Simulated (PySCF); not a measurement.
## A thermochemical cycle for KSb

PBE0 in PySCF with def2-SVPD on every atom (core potentials on Sb), for the lowest determinant that a PBE0 search found; no spin–orbit coupling. KSb, a triplet (π ↑↑), has De = 1.16 eV to neutral atoms, and KSb⁺, a quartet (σ ↑, π ↑↑), has De = 0.19 eV to K⁺ + Sb.

The adiabatic ionisation energy of KSb, between the minima, is 5.33 eV.

Question: Which ionisation energy of the K atom does this level give?

Answer: IE(K) = IE(molecule) + De(ion) − De(neutral) = 5.33 + 0.19 − 1.16 = 4.36 eV; the measured value is 4.341 eV (NIST ASD).

Weak bonds: KSb⁺. Basis-set superposition, not corrected here, can be much of De in a small basis, most of all at correlated wavefunction levels. These are scalar-relativistic numbers at best; spin–orbit coupling would shift them, the dissociation energy most. For an ion De counts to the pair picked by the measured ionisation energies or electron affinities, which need not be the lowest pair at this level. States were picked by a PBE0 search and need not be the measured ground states.
